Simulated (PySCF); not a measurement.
Delta-SCF ions had no search for a lower state. Excitations are Tamm–Dancoff values on a coarser integration grid. The basis has no diffuse functions, so Rydberg states are missing or too high.

CH6Si3, SMILES `C([SiH]=[SiH2])=[SiH2]` (Si–C–Si–Si torsion 48°) (charge 0, multiplicity 1)

The numbers are results of PySCF with PBE0-D3(BJ)/def2-TZVP, not measurements.

- HOMO = -5.48 eV
- dipole moment = 2.66 D
- LUMO = -2.32 eV
- HOMO–LUMO gap = 3.16 eV
- S1 excitation (TDA) = 2.77 eV
- S1 oscillator strength = 0.161
- brightest of the four lowest singlets (TDA) = 4.13 eV
- T1 excitation (TDA) = 1.34 eV
- S1–T1 gap (TDA) = 1.43 eV
- vertical ionisation energy (Delta-SCF) = 7.10 eV
- total energy = -909.7142 Ha
- cost = about 2.8 core-minutes (a rough figure)

```xyz
10

Si     1.5946     0.3891    -1.4796
C      0.9706     0.9037     0.0283
Si    -0.7454     0.5634     0.5136
Si    -1.6625    -1.3930     0.3153
H      3.0026     0.5951    -1.8867
H      0.7589    -0.3286    -2.4625
H      1.6113     1.4843     0.6874
H     -1.2783     1.4940     1.5424
H     -3.1459    -1.4455     0.3822
H     -1.1061    -2.2625    -0.7567
```
Charge 0, spin multiplicity 1.
